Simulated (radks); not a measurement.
Neutral neon inside a hard spherical wall (all orbitals vanish at R), configuration held at [Ne] and not refilled when levels cross. Calculated with a radial shooting solver on a logarithmic mesh with Libxc functionals: scalar-relativistic Kohn-Sham, LDA (Slater exchange, Perdew-Wang correlation), spin-polarised, spherical densities, point nucleus. Eigenvalues in eV for spin up, with the zero of energy where the potential of the charges vanishes at infinity; a dash marks a level that is unbound or too diffuse for the functional's potential to be trusted. A positive occupied level is held by the wall or, in an anion where self-interaction has pushed it up, behind a barrier. The pressure on the wall is -dE/dV.

[
 {"R (bohr)": "free", "E (hartree)": "-128.37486", "kinetic (hartree)": "128.148", "e(1s)": "-825.80", "e(2s)": "-36.116", "e(2p)": "-13.534", "e(3s, empty)": "-0.068", "e(3p, empty)": "-", "pressure (GPa)": "0"},
 {"R (bohr)": "20", "E (hartree)": "-128.37486", "kinetic (hartree)": "128.148", "e(1s)": "-825.80", "e(2s)": "-36.116", "e(2p)": "-13.534", "e(3s, empty)": "-0.027", "e(3p, empty)": "0.612", "pressure (GPa)": "< 0.0001"},
 {"R (bohr)": "15", "E (hartree)": "-128.37486", "kinetic (hartree)": "128.148", "e(1s)": "-825.80", "e(2s)": "-36.116", "e(2p)": "-13.534", "e(3s, empty)": "0.050", "e(3p, empty)": "1.010", "pressure (GPa)": "< 0.0001"},
 {"R (bohr)": "10", "E (hartree)": "-128.37486", "kinetic (hartree)": "128.148", "e(1s)": "-825.80", "e(2s)": "-36.116", "e(2p)": "-13.534", "e(3s, empty)": "0.412", "e(3p, empty)": "2.079", "pressure (GPa)": "< 0.0001"},
 {"R (bohr)": "8", "E (hartree)": "-128.37486", "kinetic (hartree)": "128.148", "e(1s)": "-825.80", "e(2s)": "-36.115", "e(2p)": "-13.533", "e(3s, empty)": "0.952", "e(3p, empty)": "3.223", "pressure (GPa)": "0.000313"},
 {"R (bohr)": "7", "E (hartree)": "-128.37483", "kinetic (hartree)": "128.149", "e(1s)": "-825.79", "e(2s)": "-36.112", "e(2p)": "-13.530", "e(3s, empty)": "1.533", "e(3p, empty)": "4.278", "pressure (GPa)": "0.00309"},
 {"R (bohr)": "6", "E (hartree)": "-128.37462", "kinetic (hartree)": "128.151", "e(1s)": "-825.77", "e(2s)": "-36.094", "e(2p)": "-13.512", "e(3s, empty)": "2.627", "e(3p, empty)": "6.055", "pressure (GPa)": "0.0319"},
 {"R (bohr)": "5", "E (hartree)": "-128.37302", "kinetic (hartree)": "128.165", "e(1s)": "-825.64", "e(2s)": "-35.998", "e(2p)": "-13.412", "e(3s, empty)": "4.918", "e(3p, empty)": "9.376", "pressure (GPa)": "0.353"},
 {"R (bohr)": "3", "E (hartree)": "-128.24975", "kinetic (hartree)": "128.859", "e(1s)": "-821.26", "e(2s)": "-33.104", "e(2p)": "-10.185", "e(3s, empty)": "27.259", "e(3p, empty)": "35.159", "pressure (GPa)": "73.0"},
 {"R (bohr)": "1.5", "E (hartree)": "-123.00414", "kinetic (hartree)": "145.975", "e(1s)": "-761.77", "e(2s)": "11.341", "e(2p)": "37.447", "e(3s, empty)": "229.60", "e(3p, empty)": "217.18", "pressure (GPa)": "16100"}
]
